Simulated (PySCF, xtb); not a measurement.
Al(Me)(OH) (CH₄AlO), SMILES [CH3][Al+][OH], charge +1. One conformer was computed; it need not be the lowest.

Harmonic wavenumbers (cm⁻¹) from xtb with GFN2-xTB at its own minimum, in rising order: 222, 223, 493, 493, 577, 698, 699, 1039, 1184, 1314, 1316, 2910, 2915, 2915, 3569.

Question: What does TPSSh-D3(BJ)/def2-TZVP (PySCF) give at its own minimum? (An estimate is asked for; the answer gives what the named calculation found.)

Answer: 116, 116, 197, 197, 593, 742, 742, 1092, 1233, 1435, 1435, 3032, 3126, 3126, 3942. Paired by order, the mean absolute difference is 144 cm⁻¹ and the zero-point energies are 29.4 and 30.2 kcal/mol.
